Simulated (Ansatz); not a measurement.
`BN(C)BC` + `C1[O][GeH2][O]1` → `[BH2][GeH]1[O]C[O]1` + `CBNC`  (formal exchange of groups at a B–N bond)

Computed with Ansatz on PBE0-D4/def2-TZVP structures; ΔE is electronic, products minus reactants. CCSD(T)/CBS adds triple-zeta CCSD(T) − MP2 to the extrapolated MP2 energy (def2 sets, frozen cores). Functionals use def2-TZVPP. B3LYP here is the variant with VWN-RPA as its local correlation; programs differ in this. For Ge outer-core shells are correlated without core-valence functions, which leaves a few kJ/mol of doubt a bond. Scalar relativity is left out up to krypton. Each species was taken in one conformer, which may not be the lowest.

| level | ΔE (kJ/mol) |
| --- | --- |
| PBE-D4 | 102.7 |
| r2SCAN-D4 | 108.6 |
| PBE0-D4 | 106.4 |
| B3LYP | 105.0 |

Question: What does CCSD(T)/CBS give? (An estimate is asked.)

Answer: The calculation gave: +110.3 kJ/mol. The listed levels differ from it by -7.6, -1.7, -3.9, -5.3 kJ/mol.

Largest T1 diagnostic among the species: 0.013.

The D4 term adds +4.1 kJ/mol with B3LYP and +2.1 kJ/mol with PBE0; it sums over pairs of atoms, weighted by their polarisabilities, and B3LYP, whose exchange is more repulsive, gets the larger term. From PBE to PBE0 (25 % exact exchange), in def2-TZVPP and without D4, ΔE moves by +4.2 kJ/mol.
